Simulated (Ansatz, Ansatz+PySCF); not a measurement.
```xyz
6

Si    0.0000    0.0000    0.0000
H     1.2400    0.0000   -0.8000
H    -1.2400    0.0000   -0.8000
Si    0.0000    0.0000    6.4800
H     1.2400    0.0000    7.2800
H    -1.2400    0.0000    7.2800
```

Basis set: def2-SVP (spherical functions). Charge 0, multiplicity 1.

Computed with Ansatz (development build ahead of 0.2.0); each method stands on the lowest determinant of its kind that the runs found.

The atomization energy at this shape (free ground-state atoms in the same class of orbitals less the molecule, no zero-point energy) of singlet Si2H4 in separate pieces:

| method | atomization energy |
| --- | --- |
| UHF | 9.34 eV |

(1) What does PBE0 (unrestricted) give?

Results:

(1) 12.06 eV. Caution: the unrestricted determinant is a mixture of spin states.
